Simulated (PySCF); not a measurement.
# Zinc: a sound run and one with changed settings

Sound run: Zn [Ar] 3d10 4s2, Zn⁺ [Ar] 3d10 4s1. All numbers are calculated (PySCF 2.14, scalar relativity through the core potential, in cc-pVDZ-PP with ECP10MDF (4s4p3d1f, 38 functions)). In the sound run the correlated levels freeze 3s2 3p6 outside the core potential. The sound run starts from symmetry-adapted Hartree-Fock orbitals and uses a fine grid where one is needed.

Changed run: a valence shell is frozen. This setting is unsound on purpose.

```json
{"species": "Zn", "method": "MP2", "sound run (hartree)": "-226.37047", "changed run (hartree)": "-225.97204", "converged": "yes"}
{"species": "Zn", "method": "CCSD(T)", "sound run (hartree)": "-226.34951", "changed run (hartree)": "-225.98344", "converged": "yes"}
```

Ionisation energy of Zn:

```tsv
method	sound run (eV)	changed run (eV)
UHF	7.873	7.873
MP2	8.910	8.445
SCS-MP2	8.948	8.560
CCSD	9.072	8.755
CCSD(T)	9.156	8.755
CCSDT	n/a	8.755
FCI	n/a	8.755
```

Freezing a valence shell removes pair correlation that changes on ionisation.

For comparison, NIST gives 9.394 eV between the lowest levels.
